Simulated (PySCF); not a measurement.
**Frontier orbitals and the lowest excitations**

Compound: C3H10O2SSi.
Atom-mapped SMILES: `[CH3:1][O:2][SiH:3]([O:4][CH3:5])[S:6][CH3:7]` (hydrogens: H8, H9, H10 on C1; H11 on Si3; H12, H13, H14 on C5; H15, H16, H17 on C7)

Structure used (PBE0-D3(BJ)/def2-SVP), in Å, numbered top down from 1:
```
atom  x, y, z in Å
C1    -0.3376    2.4976    0.5408
O2    -0.3264    1.5373   -0.4837
Si3    0.2111   -0.0081   -0.3115
O4     1.7924    0.0377    0.1592
C5     2.6164   -1.0642    0.4286
S6    -0.8449   -1.0726    1.2136
C7    -2.4147   -1.3238    0.3188
H8     0.6828    2.8446    0.7746
H9    -0.7891    2.0975    1.4663
H10   -0.9322    3.3605    0.2063
H11   -0.0093   -0.6481   -1.6348
H12    2.1105   -1.8162    1.0595
H13    2.9436   -1.5601   -0.5025
H14    3.5132   -0.7129    0.9606
H15   -2.8662   -0.3648    0.0302
H16   -3.0952   -1.8429    1.0062
H17   -2.2701   -1.9483   -0.5742
```

Method: PySCF 2.14.0, density-fitted response routines, TDDFT B3LYP/def2-SVPD, vertical, gas phase, core orbitals frozen in the response.

Frontier orbitals with the atoms that hold most of them (Löwdin shares over 4%, at most four atoms; ? is withheld):

```tsv
orbital	ε (eV)	atoms
HOMO-3	-8.63	O2 37%, O4 18%, C1 10%, S6 6%
HOMO-2	-8.15	O2 34%, O4 26%, C1 10%, C5 7%
HOMO-1	-7.78	?
HOMO	?	S6 71%, C7 11%, Si3 7%
LUMO	-0.09	?
LUMO+1	0.33	S6 23%, Si3 13%, C5 11%, C1 9%
LUMO+2	0.69	S6 16%, Si3 14%, O2 12%, C1 11%
```

Which atoms hold the LUMO, and with what shares?

S6 (bonded to C and Si) 39%; C7 (bonded to S and 3 H) 15%; Si3 (bonded to 2 O, S and H) 11%; H16 (bonded to C) 6%.

Which atoms hold the HOMO-1, and with what shares?

S6 (bonded to C and Si) 33%; O4 (bonded to C and Si) 19%; O2 (bonded to C and Si) 13%; Si3 (bonded to 2 O, S and H) 11%. By element: sulfur 33%, oxygen 32%, silicon 11%.

What is the HOMO energy, and the HOMO–LUMO gap?

ε(HOMO) = -6.80 eV; the gap is 6.71 eV (0.2464 hartree).

How does S1 compare with the orbital gap of 6.71 eV?

S1 is at 5.56 eV (f = 0.0008), 1.15 eV below the gap, made of HOMO→LUMO (97%). 

One configuration dominates each of S1 and S2. Which, and how do the shares of the two leading atoms of either orbital change from the occupied to the empty one?

- S1 (5.56 eV, f 0.0008), HOMO→LUMO (97%): S6 71% → 39%, C7 11% → 15%
- S2 (6.26 eV, f 0.044), HOMO→LUMO+1 (95%): S6 71% → 23%, C7 11% → at most 9%, Si3 7% → 13%

Löwdin shares depend on the basis, the more so with diffuse functions.

Time: 46 s of wall time; peak memory 1.1 GiB. Hardware: one thread, Intel Xeon Platinum 8488C (x86_64), shared host with 192 logical CPUs at a one-minute load of 26.

One conformer stands for the species.
